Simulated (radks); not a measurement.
Question: Cu0.5-, configuration [Ar] 3d9 4s1 4p1.5 (fractional occupations, a model configuration). Calculated with a radial shooting solver on a logarithmic mesh with Libxc functionals: scalar-relativistic Kohn-Sham, PBE, spin-unpolarised, spherical densities, finite nucleus; Fermi nuclear charge, rms radius 3.8823 fm. Some entries of the table are withheld. Estimate them.

orbital,occ.,eigenvalue (hartree),<1/r> (bohr^-1),<r^2> (bohr^2)
1s,2,-325.4489,(1),0.003656
2s,2,(2),6.328,0.06527
2p,6,-33.89133,6.209,0.05228
3s,2,-4.39587,(3),0.5816
3p,6,-2.82726,1.852,0.6549
3d,9,-0.33416,1.441,1.218
4s,1,-0.17559,0.4858,8.566
4p,1.5,(4),0.2887,(5)

Answer: 
(1) 1s <1/r> (bohr^-1): 29.16
(2) 2s eigenvalue (hartree): -39.23983
(3) 3s <1/r> (bohr^-1): 2.003
(4) 4p eigenvalue (hartree): -0.00331
(5) 4p <r^2> (bohr^2): 29.01
